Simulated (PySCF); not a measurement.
Shapes and spin states of CoO₂Br

Level of theory: PBE0 in PySCF with Co def2-TZVP, O def2-TZVP, Br def2-TZVP; no relativity; density-fitted integrals.

Relaxations began from a few typed shapes and spin states; open shells are unrestricted. The search is not exhaustive: other isomers or separated fragments can lie lower, and high-lying points may rest on an excited occupation.

Problem. Which is the lowest minimum found?
A. triplet C2v: Co–Br 2.193 Å, Co–O 1.555 Å (×2); Br–Co–O 119.6° (×2), O–Co–O 120.8°
B. quintet C2v: Co–Br 2.265 Å, Co–O 1.687 Å (×2); Br–Co–O 96.6° (×2), O–Co–O 166.7°
C. quintet C2v: Co–Br 2.252 Å, Co–O 1.628 Å (×2); Br–Co–O 127.6° (×2), O–Co–O 104.7°
D. broken-symmetry Ms = 1 (⟨S²⟩ 2.80) Cs: Co–Br 2.251 Å, Co–O 1.591 Å, Co–O 1.675 Å; Br–Co–O 107.9°, Br–Co–O 134.4°, O–Co–O 117.8°
E. singlet (closed shell, unstable to spin polarisation) C2v: Co–Br 2.220 Å, Co–O 1.527 Å (×2); Br–Co–O 112.2° (×2), O–Co–O 135.6°
F. quintet C2v: Co–Br 2.220 Å, Co–O 1.640 Å (×2); Br–Co–O 135.3° (×2), O–Co–O 89.4°
G. broken-symmetry Ms = 0 (⟨S²⟩ 0.92) C2v: Co–Br 2.199 Å, Co–O 1.548 Å (×2); Br–Co–O 117.4° (×2), O–Co–O 125.2°

Solution. A. The others lie at 12.0 (quintet C2v), 12.4 (broken-symmetry Ms = 0 C2v), 27.9 (quintet C2v), 33.1 (broken-symmetry Ms = 1 Cs), 48.1 (singlet C2v), 78.2 (quintet C2v, a saddle point) kJ/mol above it.

Formally Co is in oxidation state +5, d4, with 2 unpaired electrons (the high-spin count would be 4). The Mulliken spin on Co is 1.28. The polar-tensor charge on Co, 1.05, is far below the formal one.

For the lowest minimum: with open d or f shells other occupations or spin states may lie lower.

The electron or spin density has lower symmetry than the nuclear frame for the broken-symmetry Ms = 0 (⟨S²⟩ 0.92) C2v at 12.4 kJ/mol.
